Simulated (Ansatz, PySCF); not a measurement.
Conformers of C4H10O (SMILES CCC(C)O), B3LYP-D3(BJ)/def2-TZVP minima from an xTB search, which can miss the lowest.
Conformer 1 (charge 0, multiplicity 1):
```xyz
15

C      2.017    -0.117    -0.130
C      0.602    -0.676    -0.020
C     -0.480     0.390    -0.106
C     -1.882    -0.202    -0.082
O     -0.280     1.275     1.003
H      2.210     0.603     0.665
H      2.759    -0.914    -0.059
H      2.164     0.391    -1.087
H      0.480    -1.206     0.930
H      0.424    -1.406    -0.816
H     -0.343     0.951    -1.042
H     -2.037    -0.771     0.836
H     -2.640     0.584    -0.129
H     -2.040    -0.865    -0.935
H     -0.953     1.963     0.973
```

Frozen-core correlation. CBS(a, b) extrapolates the correlation energy as X⁻³ and adds the Hartree–Fock energy of set b. MP2 and its Hartree–Fock in cc-pVTZ are density fitted. Rows in 6-31G* carry no dispersion term and start afresh at each structure (6-31G* with six Cartesian d functions).

Programs: Ansatz (Gaussian orbitals); PySCF for 6-31G* rows. Each number belongs to the level named beside it.

Electronic energies of 5 conformers above conformer 1 (kcal/mol):

| level | conformer 1 | conformer 2 | conformer 3 | conformer 4 | conformer 5 |
|---|---|---|---|---|---|
| PBE/def2-TZVPP | 0.00 | 0.03 | 0.42 | 0.86 | 1.09 |
| B3LYP/6-31G* | 0.00 | -0.19 | 0.60 | 0.84 | 1.07 |
| wB97M-V/def2-TZVPP | 0.00 | 0.18 | 0.43 | 0.67 | 1.06 |
| MP2/CBS(cc-pVDZ, cc-pVTZ) + ΔCCSD(T)/cc-pVDZ | 0.00 | 0.20 | 0.48 | 0.68 | 1.08 |

Task: Give Boltzmann populations at 298.15 K for each level, counting each conformer once and leaving out zero-point, thermal and symmetry terms.

Result: 
Weights exp(−E/RT) with RT = 0.5925 kcal/mol, divided by their sum:
- PBE/def2-TZVPP: 35 %, 34 %, 17 %, 8 %, 6 %
- B3LYP/6-31G*: 32 %, 44 %, 12 %, 8 %, 5 %
- wB97M-V/def2-TZVPP: 37 %, 27 %, 18 %, 12 %, 6 %
- MP2/CBS(cc-pVDZ, cc-pVTZ) + ΔCCSD(T)/cc-pVDZ: 38 %, 27 %, 17 %, 12 %, 6 %
The share of conformer 1 runs from 32 to 38 % over these levels.

Ansatz is a quantum-chemistry and plane-wave program.
